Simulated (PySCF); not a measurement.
## Electron correlation in Ga (gallium, neutral)

[Ar] 3d10 4s2 5s1, 2S determinant (an excited configuration). Calculation: PySCF 2.14, in aug-cc-pVTZ-DK (7s6p4d2f, 59 functions); the spin-free X2C one-electron Hamiltonian (Gaussian nucleus). Frozen: [Ar] 3d10; 3 electrons correlated.

| level | correlation energy (mhartree) |
| --- | --- |
| CCSD | -41.62 |
| (T) | -0.58 |
| CCSD(T) | -42.20 |
| CCSDT | -42.43 |

Diagnostics: T1 = 0.018, D1 = 0.0427, largest double amplitude 0.083.

The outer electron is Rydberg-like, and this basis confines it to a smaller radius and binds it less than a complete one would.

Cost of the coupled-cluster step: about 3 core-seconds, for 3 correlated electrons.

Iterations:

```
CC2 = 0
CCSD nocc = (np.int64(2), np.int64(1)), nmo = (45, 45)
frozen orbitals [[0, 1, 2, 3, 4, 5, 6, 7, 8, 9, 10, 11, 12, 13], [0, 1, 2, 3, 4, 5, 6, 7, 8, 9, 10, 11, 12, 13]]
max_cycle = 100
direct = 0
conv_tol = 1e-08
conv_tol_normt = 1e-06
diis_space = 8
diis_start_cycle = 0
Init t2, MP2 energy = -0.0302991324163779
Init E_corr(UCCSD) = -0.0302991324371251
cycle = 1  E_corr(UCCSD) = -0.0373185071264433  dE = -0.00701937469  norm(t1,t2) = 0.0521674
cycle = 2  E_corr(UCCSD) = -0.0398066550262211  dE = -0.0024881479  norm(t1,t2) = 0.0228622
cycle = 3  E_corr(UCCSD) = -0.0416442068190072  dE = -0.00183755179  norm(t1,t2) = 0.010614
cycle = 4  E_corr(UCCSD) = -0.0416040862607135  dE = 4.01205583e-05  norm(t1,t2) = 0.00139267
cycle = 5  E_corr(UCCSD) = -0.0416233786558931  dE = -1.92923952e-05  norm(t1,t2) = 0.000436944
cycle = 6  E_corr(UCCSD) = -0.0416111000336009  dE = 1.22786223e-05  norm(t1,t2) = 0.000148884
cycle = 7  E_corr(UCCSD) = -0.0416176356439647  dE = -6.53561036e-06  norm(t1,t2) = 4.25999e-05
cycle = 8  E_corr(UCCSD) = -0.0416164799679257  dE = 1.15567604e-06  norm(t1,t2) = 1.65296e-05
cycle = 9  E_corr(UCCSD) = -0.0416164820048286  dE = -2.03690297e-09  norm(t1,t2) = 1.66296e-05
cycle = 10  E_corr(UCCSD) = -0.0416163704643256  dE = 1.11540503e-07  norm(t1,t2) = 1.56187e-05
cycle = 11  E_corr(UCCSD) = -0.0416163423820887  dE = 2.80822369e-08  norm(t1,t2) = 1.21436e-06
cycle = 12  E_corr(UCCSD) = -0.0416163388789911  dE = 3.5030976e-09  norm(t1,t2) = 5.61049e-07
UCCSD converged
E(UCCSD) = -1942.112920746489  E_corr = -0.04161633887899113
UCCSD(T) correction = -0.000584860465483239
```
